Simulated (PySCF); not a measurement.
# SbSF: fields on a plane

All numbers come from PBE0 in PySCF with Sb def2-TZVP with ECP28, S def2-TZVP, F def2-TZVP; scalar-relativistic core potentials, no spin–orbit coupling; density-fitted integrals.

The singlet minimum has Sb–F 1.924 Å, Sb–S 2.190 Å; F–Sb–S 104.1°.

The plane holds Sb1 at (0.00, 0.00), S2 at (2.19, 0.00), F3 at (-0.47, 1.87) Å. Columns run from x = -2.55 to 4.35 Å, rows from y = 4.05 (top) to -1.95 Å, in steps of 0.3 Å. Other isomers or separated fragments may lie lower. Core electrons replaced by a potential are absent, the electrostatic potential uses the reduced nuclear charge, and values within about 0.7 Å of such atoms have no physical meaning.

Question: Give the electron density (e/Å³) (cut at 5 e/Å³). Every second row and column.

Answer: 
```
0.00 0.00 0.00 0.00 0.00 0.00 0.00 0.00 0.00 0.00 0.00 0.00
0.00 0.00 0.00 0.01 0.01 0.00 0.00 0.00 0.00 0.00 0.00 0.00
0.00 0.00 0.04 0.17 0.17 0.04 0.00 0.00 0.00 0.00 0.00 0.00
0.00 0.02 0.26 3.90 3.52 0.23 0.02 0.01 0.01 0.00 0.00 0.00
0.00 0.02 0.37 5.00 5.00 0.34 0.04 0.05 0.05 0.03 0.01 0.00
0.00 0.01 0.12 0.67 0.85 0.32 0.18 0.32 0.43 0.22 0.05 0.01
0.00 0.02 0.13 0.90 5.00 4.28 0.63 1.17 2.51 0.89 0.14 0.01
0.00 0.03 0.19 1.80 5.00 5.00 0.83 1.50 5.00 1.12 0.17 0.02
0.00 0.02 0.12 0.51 1.76 0.90 0.37 0.71 1.04 0.49 0.08 0.01
0.00 0.01 0.04 0.11 0.16 0.12 0.08 0.13 0.16 0.09 0.02 0.00
0.00 0.00 0.01 0.02 0.02 0.02 0.02 0.02 0.02 0.01 0.00 0.00
```

Question: Give the electrostatic potential (V) (cut at 20 V). Every second row and column.

Answer: 
```
-0.4 -0.5 -0.7 -0.8 -0.8 -0.7 -0.6 -0.5 -0.5 -0.4 -0.3 -0.3
-0.4 -0.7 -1.0 -1.2 -1.2 -1.1 -0.8 -0.7 -0.6 -0.5 -0.4 -0.3
-0.5 -0.9 -1.3 -0.7 -0.9 -1.4 -1.1 -0.8 -0.7 -0.6 -0.5 -0.4
-0.4 -0.9 -0.3 20.0 20.0 -0.4 -1.0 -0.9 -0.9 -0.8 -0.6 -0.5
-0.2 -0.5  1.0 20.0 20.0  2.4  0.3 -0.5 -0.6 -0.7 -0.7 -0.5
 0.3  0.6  2.1  9.6 17.8 12.9  4.3  3.5  5.8  2.1 -0.2 -0.4
 0.7  1.6  5.7 20.0 20.0 20.0 13.7 20.0 20.0 20.0  1.7 -0.2
 0.8  1.7  6.2 20.0 20.0 20.0 18.1 20.0 20.0 20.0  2.6 -0.1
 0.8  1.3  3.6 14.9 20.0 20.0  8.3 11.9 20.0  8.2  0.8 -0.2
 0.7  1.0  1.8  4.0  7.0  6.1  2.4  0.6  0.7  0.1 -0.3 -0.4
 0.6  0.8  1.1  1.6  2.1  1.9  0.8 -0.2 -0.6 -0.6 -0.5 -0.3
```
